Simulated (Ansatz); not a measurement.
`CN[SiH2][GaH2]` → `C[NH][GaH2]` + `[SiH2]` at 500 K and 1 bar (silylene formation by 1,1-elimination).

Gas-phase electronic energies from Ansatz, PBE0-D4/def2-TZVP geometries. CBS: MP2 limit from def2 TZ/QZ plus the TZ coupled-cluster correction, frozen cores. This one scheme is used for every species. For Ga outer-core shells are correlated without core-valence functions, which leaves a few kJ/mol of doubt a bond. Scalar relativity is left out up to krypton. Each species was taken in one conformer, which may not be the lowest.

```tsv
species	CCSD(T)/CBS energy (Eh)	H − E (kJ/mol)	S (J/(mol·K))
`CN[SiH2][GaH2]`	-2310.57822	274.5	446.6
`C[NH][GaH2]`	-2020.30020	213.8	353.1
`[SiH2]`	-290.19011	48.0	226.5
```

H − E and S are ideal-gas, rigid-rotor, harmonic terms from PBE0-D4/def2-TZVP, for one conformer and one mirror image of each species. 1 Eh = 2625.50 kJ/mol, R = 8.31446 J/(mol·K).

Problem. By hand: ΔE, ΔH, ΔS and ΔG.

Solution. ΔE = (-2020.30020) + (-290.19011) − (-2310.57822) = 0.08791 Eh = 230.8 kJ/mol. Δ(H − E) = 213.8 + 48.0 − 274.5 = -12.7, so ΔH = 218.1 kJ/mol. ΔS = 353.1 + 226.5 − 446.6 = 133.0 J/(mol·K). ΔG = 218.1 − 500 × (133.0)/1000 = 151.6 kJ/mol.

Problem. By hand: the equilibrium constant, and the temperature at which ΔG would vanish if ΔH and ΔS stayed fixed.

Solution. log₁₀ K = −ΔG/(RT ln 10) = -15.8. ΔG = 0 at ΔH/ΔS = 1640 K.

The number of gas molecules changes by +1, which sets the sign of ΔS. A doubt of 5 kJ/mol in ΔE shifts log₁₀ K by 0.5 here. Other conformers and mirror images would add mixing entropy, several J/(mol·K) or more a flexible species. These are equilibria of isolated gas molecules and say nothing of rates. Largest T1 diagnostic: 0.015 (customary marks: 0.02 for closed shells, 0.045 for open ones).
